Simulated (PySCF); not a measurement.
SiHClBr₂, SMILES Cl[SiH](Br)Br. The structure is a stationary point at PBE-D3(BJ)/def2-SVP.

Computed equilibrium geometry at PBE-D3(BJ)/def2-SVP (PySCF confirms it by a frequency run) as Cartesian coordinates in Å, and its point group:
point group Cs.
```xyz
5

Si     0.5751    -0.4277     0.0000
Cl    -0.2198    -2.3333     0.0000
Br    -0.0911     0.6596    -1.8209
Br    -0.0911     0.6596     1.8209
H      2.0632    -0.5168     0.0000
```
